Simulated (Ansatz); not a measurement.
Gas-phase electronic energies from Ansatz, PBE0-D4/def2-TZVP geometries. CCSD(T)/CBS is the MP2 limit (def2-TZVPP, def2-QZVPP) plus CCSD(T) − MP2 in def2-TZVPP, frozen cores. This one scheme is used for every species, atoms too. Functionals use def2-TZVPP. HSE06 is defined as in plane-wave codes. No spin–orbit coupling; open shells (•) take unrestricted orbitals. Bonds to Ge are less sure, by a few kJ/mol each and by 10 to 20 or more in all where they break to atoms, as the def2 sets lack core-valence functions. Scalar relativity is left out up to krypton. Each species was taken in one conformer, which may not be the lowest.

`[NH2][GeH2][OH]` → H• + `[NH][GeH2][OH]`•  (homolysis of the H–N bond)

`[NH2][GeH2][OH]`:

Cartesian coordinates in Å:
```
N -0.603 -1.139 0.545
Ge 0.028 0.267 -0.420
O 1.596 0.660 0.324
H -1.000 -0.933 1.449
H -1.194 -1.786 0.045
H -0.825 1.559 -0.358
H 0.206 -0.227 -1.866
H 1.791 1.599 0.282
```

`[NH][GeH2][OH]`•:

Cartesian coordinates in Å:
```
N 0.271 1.470 -0.223
Ge -0.325 -0.247 0.174
O 0.748 -1.363 -0.688
H -0.404 2.166 0.111
H -0.205 -0.442 1.701
H -1.735 -0.551 -0.351
H 1.649 -1.033 -0.724
```

| level | ΔE (kcal/mol) | difference from CCSD(T)/CBS |
| --- | --- | --- |
| revPBE-D4 | 109.1 | -7.4 |
| BLYP-D4 | 110.2 | -6.3 |
| PBE0-D4 | 111.3 | -5.2 |
| r2SCANh-D4 | 109.9 | -6.6 |
| HSE06-D4 | 111.3 | -5.2 |
| PBE | 110.9 | -5.6 |
| revPBE | 107.9 | -8.6 |
| BLYP | 109.5 | -7.0 |
| r2SCAN | 109.7 | -6.8 |
| r2SCANh | 109.8 | -6.7 |
| r2SCAN0 | 109.8 | -6.7 |
| HF/def2-SVP | 85.0 | -31.5 |
| CCSD/def2-SVP | 109.5 | -7.0 |
| MP2/def2-TZVPP | 116.5 | 0.0 |
| HF/def2-QZVPP | 84.5 | -32.0 |
| CCSD/CBS(def2) | 115.4 | -1.1 |
| CCSD(T)/CBS | 116.5 | 0 |

Largest T1 diagnostic among the species: 0.013.

Leaving LDA and LC-ωPBE aside and taking each functional with its dispersion term where it has one, the values, not all of them listed here, spread over 5.7 kcal/mol, from revPBE-D4 to ωB97M-V. LDA lies +15.3 kcal/mol from PBE without D4, its usual overbinding. At CCSD(T), def2-SVP lies −6.4 kcal/mol from the extrapolated value and def2-TZVPP −3.1 kcal/mol: correlation converges slowly with the basis, and small sets miss more of it in the bonded molecule than in its fragments. In def2-TZVPP, CCSD(T) changes the Hartree–Fock value by +29.1 kcal/mol (the triples alone add +1.1 kcal/mol) and MP2 by +32.1 kcal/mol; breaking electron pairs costs correlation energy, which Hartree–Fock lacks.
